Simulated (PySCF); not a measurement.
Structure problem from calculated spectra and properties.

Elements present: C, H, N and Si. Monoisotopic mass: 106.9940 u.

- 13C NMR: chemical shifts (computed TMS as zero) by class: 116.8 (3 C) ppm [GIAO PBE0/pcSseg-1]
- Polarisability: 67.7 au [B3LYP/def2-SVPD]
- Triplet: lowest triplet excitation (Tamm–Dancoff): 5.55 eV [TDA B3LYP/def2-SVPD]
- Valence photoelectron: vertical ionisation energy: 12.75 eV [ΔSCF B3LYP/def2-SVPD]
- Rotational structure: rotational constants A, B, C: 2.090, 2.081, 1.151 GHz [PBE0-D3(BJ)/def2-SVP]
- 1H NMR: chemical shifts (computed TMS as zero) by class: 4.70 (1 H) ppm [GIAO PBE0/pcSseg-1]
- UV, strongest line: among the 10 lowest singlet transitions: S8/S9 at 7.00 eV (177 nm, f = 0.010 summed over these states) [TDDFT B3LYP/def2-SVPD]
- UV, first state: lowest singlet excitation: 6.59 eV (188 nm, f = 0.000) [TDDFT B3LYP/def2-SVPD]

Electronic properties: PySCF, gas phase, density fitting. Levels stand in brackets. Isolated species at its PBE0-D3(BJ)/def2-SVP geometry, gas phase. Each NMR value is the plain mean over a class of atoms that symmetry, rotation or inversion makes alike.

Question: Which formula fits the mass and the elements?

Answer: C3HN3Si (calculated 106.9940). No other formula that holds each of these elements comes within 0.0003 u with a fitting electron parity and a possible valence count.

Question: What is the compound? Reason from the data.

Answer: Numbering: `[N:1]#[C:2][SiH:3]([C:4]#[N:5])[C:6]#[N:7]`. Its formula, C3HN3Si, gives 6 degrees of unsaturation: 0 rings and 6 π bonds in the structure found. 3 carbons fall into 1 class: cyano carbon [C2/C4/C6] (116.8 ppm, 3 C). The one hydrogen (4.70 ppm): Si–H hydrogen. The optimised geometry has point group C3v and is an oblate symmetric top (the spread among constants that symmetry makes equal is optimisation noise). Structure: `N#C[SiH](C#N)C#N`. The assignments are read from this structure; whether some other isomer fits the data as well wasn't checked.
